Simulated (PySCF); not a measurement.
Breaking a bond: HF (cation, charge +1), doublet.

Levels of theory: ROKS-PBE = PySCF with restricted open-shell PBE/cc-pVDZ; UKS-PBE = unrestricted PBE/cc-pVDZ (PySCF); UKS-r2SCAN = PySCF with unrestricted r2SCAN/cc-pVDZ; UCCSD(T) = CCSD(T) on UHF/cc-pVDZ, 1 core orbital frozen (PySCF).

Energies relative to the lowest point of each curve near equilibrium, in kcal/mol; the last columns give the difference from UCCSD(T):

```
R / Å  ROKS-PBE  UKS-PBE  UKS-r2SCAN  UCCSD(T)  ROKS-PBE − UCCSD(T)  UKS-PBE − UCCSD(T)  UKS-r2SCAN − UCCSD(T)
-----  --------  -------  ----------  --------  -------------------  ------------------  ---------------------
0.76       51.4     51.5        48.6      47.0                  4.4                 4.5                    1.6
0.81       29.5     29.5        27.2      25.8                  3.7                 3.7                    1.5
0.85       17.6     17.7        15.8      14.6                  3.0                 3.1                    1.2
0.90        8.1      8.1         6.8       5.9                  2.2                 2.2                    0.9
0.95        2.8      2.8         2.0       1.5                  1.3                 1.3                    0.5
0.98        1.0      1.0         0.6       0.3                  0.7                 0.7                    0.3
1.01        0.2      0.2         0.0       0.0                  0.2                 0.2                    0.0
1.03        0.0      0.0         0.0       0.2                 -0.2                -0.2                   -0.2
1.08        0.6      0.6         1.1       1.7                 -1.1                -1.1                   -0.6
1.12        2.0      2.0         2.8       3.8                 -1.8                -1.8                   -1.0
1.17        4.5      4.5         5.7       7.1                 -2.6                -2.7                   -1.5
1.24        8.9      8.8        10.5      12.6                 -3.7                -3.8                   -2.1
1.37       18.3     18.2        20.6      23.8                 -5.6                -5.7                   -3.3
1.51       28.4     28.2        31.1      35.7                 -7.3                -7.5                   -4.6
1.66       38.2     37.9        41.1      47.1                 -8.9                -9.2                   -6.0
1.83       47.6     47.0        50.4      57.9                -10.3               -10.9                   -7.5
2.00       55.1     53.9        57.5      66.4                -11.2               -12.5                   -8.9
2.22       62.5     60.0        64.0      74.3                -11.8               -14.3                  -10.3
2.46       68.1     64.0        68.6      79.8                -11.7               -15.8                  -11.2
2.72       72.0     66.2        71.3      83.2                -11.2               -17.1                  -11.9
3.01       74.4     67.0        72.5      85.2                -10.8               -18.2                  -12.7
3.55       75.6     66.4        72.2      86.6                -11.0               -20.2                  -14.5
4.04       75.1     64.9        70.8      87.1                -12.0               -22.1                  -16.3
```

ROKS-PBE is furthest from UCCSD(T) at 4.04 (-12.0 kcal/mol, below); its mean absolute difference over the points is 5.9 kcal/mol.

UKS-PBE is furthest from UCCSD(T) at 4.04 (-22.1 kcal/mol, below); its mean absolute difference over the points is 7.8 kcal/mol.

UKS-r2SCAN is furthest from UCCSD(T) at 4.04 (-16.3 kcal/mol, below); its mean absolute difference over the points is 5.2 kcal/mol.

At the longest distance ROKS-PBE, UKS-PBE, UKS-r2SCAN leaves fractional charges on the fragments, a sign of delocalisation error or of the restricted form. The unrestricted determinant behind UKS-PBE, UKS-r2SCAN is spin-contaminated at 2.22 to 4.04 Å (<S²> up to 1.1, against 0.75 for a pure doublet).
